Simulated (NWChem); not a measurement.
Species: Ge2H6 anion, doublet; SMILES of the neutral closed-shell parent [GeH3][GeH3]

```xyz
8

Ge     1.4018    -0.0069     0.0001
Ge    -1.4018     0.0069     0.0001
H      2.7168    -0.9573     0.0081
H      1.7607     0.9472     1.2058
H      1.7638     0.9329    -1.2161
H     -1.7638    -0.9329    -1.2161
H     -2.7168     0.9573     0.0081
H     -1.7607    -0.9472     1.2058
```
Atoms are numbered in this order, from 1.

Computed with NWChem. Spin-unrestricted. In the optimisation the excess spin sits in b (C2, its own frame). Sets without diffuse functions describe the anion's extra electron poorly. Structure relaxed at the B3LYP/def2-SVPD, spin-unrestricted level. Not confirmed as a minimum by frequencies. This spin state was assumed; another may lie lower. No stability test was run on the SCF state. The highest occupied level is positive in some or all of these runs, so the extra electron may be held by the finite basis. B3LYP is NWChem's, with the RPA form of VWN correlation. Total energies compare along this basis series because the functional is fixed.

```json
[
 {"level": "B3LYP/def2-SVP", "basis functions": "94", "energy (Ha)": "-4157.1578", "highest occupied level (eV)": "0.97", "lowest empty minus highest occupied level, either spin (eV)": "1.94", "<S²>": "0.755"},
 {"level": "B3LYP/def2-SVPD", "basis functions": "124", "energy (Ha)": "-4157.1684", "highest occupied level (eV)": "0.61", "lowest empty minus highest occupied level, either spin (eV)": "1.75", "<S²>": "0.755"},
 {"level": "B3LYP/def2-TZVP", "basis functions": "132", "energy (Ha)": "-4157.6933", "highest occupied level (eV)": "0.72", "lowest empty minus highest occupied level, either spin (eV)": "1.87", "<S²>": "0.755"},
 {"level": "B3LYP/def2-TZVPP", "basis functions": "180", "energy (Ha)": "-4157.6948", "highest occupied level (eV)": "0.72", "lowest empty minus highest occupied level, either spin (eV)": "1.87", "<S²>": "0.755"}
]
```
